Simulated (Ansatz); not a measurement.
CH8O2Si2 can be A, `O[SiH2]C(O)[SiH3]`, or B, `OC(O)([SiH3])[SiH3]`.

Calculated with Ansatz (gas phase, PBE0-D4/def2-TZVP geometries, no zero-point term in ΔE). CCSD(T)/CBS is the MP2 limit (def2-TZVPP, def2-QZVPP) plus CCSD(T) − MP2 in def2-TZVPP, frozen cores. DFT in def2-TZVPP. B3LYP here is the variant with VWN-RPA as its local correlation; programs differ in this. Each species was taken in one conformer, which may not be the lowest.

A:

Z-matrix (Å, degrees):
```
Si
C 1 1.885
O 1 1.645 2 109.4
H 1 1.483 2 110.0 3 -117.7
H 1 1.488 2 108.6 3 121.9
Si 2 1.888 1 114.6 3 -174.1
O 2 1.439 1 104.5 3 -51.7
H 2 1.102 1 106.9 3 65.8
H 3 0.960 1 114.6 2 44.8
H 6 1.492 2 107.9 1 170.3
H 6 1.485 2 111.1 1 51.6
H 6 1.487 2 110.5 1 -70.4
H 7 0.961 2 109.2 1 -179.3
```

B:

```xyz
13

O    -1.173   -0.346   -1.212
C     0.004   -0.136   -0.450
O     1.170   -0.122   -1.257
Si   -0.132    1.488    0.543
Si    0.173   -1.679    0.662
H    -1.412    0.463   -1.678
H     1.233    0.716   -1.729
H     1.085    1.736    1.356
H    -1.340    1.503    1.405
H    -0.255    2.560   -0.493
H     0.275   -2.889   -0.189
H    -1.019   -1.763    1.544
H     1.390   -1.531    1.500
```

Which is lower in electronic energy at CCSD(T)/CBS, and by how much? (An estimate is asked.)

Ansatz gave: A, by 41.6 kcal/mol.

Give E(B) − E(A) in kcal/mol with CCSD/def2-TZVPP, B3LYP, B3LYP-D4, PBE0-D4, PBE-D4, B2PLYP, r2SCAN-D4. (Estimate.)

The calculation gave: CCSD/def2-TZVPP 41.8, B3LYP 40.4, B3LYP-D4 39.9, PBE0-D4 39.1, PBE-D4 36.7, B2PLYP 41.4, r2SCAN-D4 40.0. None reverses the order clearly.

Largest T1 diagnostic: 0.013.

From PBE to PBE0 (25 % exact exchange), in def2-TZVPP and without D4, E(B) − E(A) moves by +2.4 kcal/mol. In def2-TZVPP, CCSD(T) changes the Hartree–Fock value by −3.5 kcal/mol (the triples alone add −0.9 kcal/mol) and MP2 by −1.5 kcal/mol.
